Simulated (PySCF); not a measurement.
Isomers of C8H8O2, mass 136.052 u with the commonest isotopes. Level of theory: PBE0/pcSseg-1 in PySCF (dipole) on a GFN2-xTB geometry, gas phase. One conformer each, none proved a minimum here; rigid rotors.

Task: Order these by radius of gyration √(Σ m r²/M), smallest first.
A. `[O:1]=[c:2]1[cH:3][cH:4][cH:5][c:6]([CH2:7][OH:8])[cH:9][cH:10]1` with C5–C6–C7–O8 -16°, C6–C7–O8–H -64°
B. `[CH3:1][C:2]#[C:3][CH2:4][C:5]1=[CH:6][O:7][CH:8]=[CH:9][O:10]1` with C3–C4–C5–C6 1°
C. `[CH3:1][c:2]1[c:3]([CH:4]2[CH2:5][CH2:6]2)[c:7](=[O:8])[c:9]1=[O:10]` with C2–C3–C4–C5 148°

Result: C (2.241 Å), A (2.378 Å), B (2.567 Å).

Task: Order these by out-of-plane moment Σ m c² = (Ia + Ib − Ic)/2, largest first.
A. `[CH3:1][c:2]1[c:3]([CH:4]2[CH2:5][CH2:6]2)[c:7](=[O:8])[c:9]1=[O:10]` with C2–C3–C4–C5 148°
B. `[CH3:1][C:2]#[C:3][CH2:4][C:5]1=[CH:6][O:7][CH:8]=[CH:9][O:10]1` with C3–C4–C5–C6 1°
C. `[O:1]=[c:2]1[cH:3][cH:4][cH:5][c:6]([CH2:7][OH:8])[cH:9][cH:10]1` with C5–C6–C7–O8 -16°, C6–C7–O8–H -64°

Result: A (21.30 u·Å²), C (7.28 u·Å²), B (3.19 u·Å²).

Task: Order these by rotational constant B, smallest first.
A. `[O:1]=[c:2]1[cH:3][cH:4][cH:5][c:6]([CH2:7][OH:8])[cH:9][cH:10]1` with C5–C6–C7–O8 -16°, C6–C7–O8–H -64°
B. `[CH3:1][c:2]1[c:3]([CH:4]2[CH2:5][CH2:6]2)[c:7](=[O:8])[c:9]1=[O:10]` with C2–C3–C4–C5 148°
C. `[CH3:1][C:2]#[C:3][CH2:4][C:5]1=[CH:6][O:7][CH:8]=[CH:9][O:10]1` with C3–C4–C5–C6 1°

Result: C (667.0 MHz), A (813.3 MHz), B (1065 MHz).

```
              SMILES  point group  Ia (u·Å²)  Ib (u·Å²)  Ic (u·Å²)      κ  μa (D)  μb (D)  μc (D)
     CC#CCC1=COC=CO1            –     142.36     757.64     893.62  -0.93    0.71    0.00    0.01
Cc1c(C2CC2)c(=O)c1=O      near Cs     229.89     474.50     661.80  -0.58    3.18    5.05    0.02
     O=c1cccc(CO)cc1           C1     155.11     621.41     761.97  -0.88    3.68    0.12    0.31
```
